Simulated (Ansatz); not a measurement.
C₂Cl₃F₃ (`FC(F)(F)C(Cl)(Cl)Cl`) at its PBE0-D4/def2-TZVP geometry, where that method's forces vanish. Total charge 0; spin multiplicity 1.

```xyz
8

F    -0.8032    0.7800   -1.3852
C    -0.7662    0.1969   -0.1953
F    -1.5257   -0.8890   -0.2332
F    -1.2699    1.0336    0.7011
C     0.6980   -0.1793    0.1779
Cl    0.6906   -0.9472    1.7600
Cl    1.6599    1.2923    0.2142
Cl    1.3166   -1.2874   -1.0394
```

**Question.** What forces (eV/Å) does ωB97M-V/def2-TZVPP give on these atoms in Ansatz 0.2.0? (Estimate.)

**Answer.** The calculation gave: 
```
F1   0.005  0.114 -0.237
C2   0.284 -0.073  0.072
F3  -0.140 -0.222 -0.004
F4  -0.089  0.165  0.184
C5  -0.108  0.028 -0.028
Cl6 -0.011 -0.036  0.078
Cl7  0.039  0.078 -0.001
Cl8  0.021 -0.054 -0.065
```
